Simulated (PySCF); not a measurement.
A scan of InPb⁺ with bad points

UHF; basis In cc-pVDZ-PP with ECP28, Pb cc-pVDZ-PP with ECP60; scalar-relativistic core potentials; PySCF 2.14; triplet, unpaired electrons σ ↑, π ↑ requested.

```csv
R (Å),E (eV),⟨S²⟩,⟨Lz²⟩,μ (D)
2.860,0.449,2.04,1.01,-2.61
2.993,0.241,2.04,1.01,-2.95
3.126,0.113,2.04,1.01,-3.33
3.226,0.055,2.04,1.01,-3.64
3.326,0.021,2.04,1.01,-3.96
3.426,0.003,2.03,1.01,-4.31
3.559,0.000,2.03,1.01,-4.80
3.725,0.017,2.03,1.01,-5.47
3.925,0.057,2.02,1.01,-6.34
4.191,14.398,3.01,1.02,-4.00
```

The run flagged 4.191 Å: there the SCF missed its convergence threshold, so the fit leaves that out.
